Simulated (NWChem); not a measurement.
System: C2H4O3Si; SMILES O=C1OC[Si@@H]1O

```xyz
10

O     -1.3456    -1.8187     0.0364
C     -0.4654    -1.0241    -0.0311
O      0.8570    -1.3203     0.2103
C      1.5566    -0.0591     0.1205
Si    -0.0379     0.8310    -0.4279
O     -0.6892     2.0842     0.4328
H      1.9788     0.2141     1.1006
H      2.3772    -0.1338    -0.6095
H     -0.1172     1.2514    -1.8498
H     -0.8337     1.9720     1.3773
```
Atoms are numbered in this order, from 1.

All runs: NWChem. Coordinates come from a PBE0/def2-SVP optimisation. Level PBE/def2-SVP: single points from the atomic guess with DIIS by default; each run changes one setting, and all converged runs end within 0.3 mHa of each other. cgmin counts macro-iterations, each dearer than a DIIS step. NWChem's automatic level shift, which a small gap switches on, acted in some of these runs.

| setting | SCF iterations |
|---|---|
| defaults | 10 |
| no level shifting | 10 |
| quadratically convergent solver (cgmin) | 5 |
| occupation smearing of 0.005 Ha | 10 |
| core-Hamiltonian guess | 19 |
| level shift of 0.5 Ha throughout | 16 |
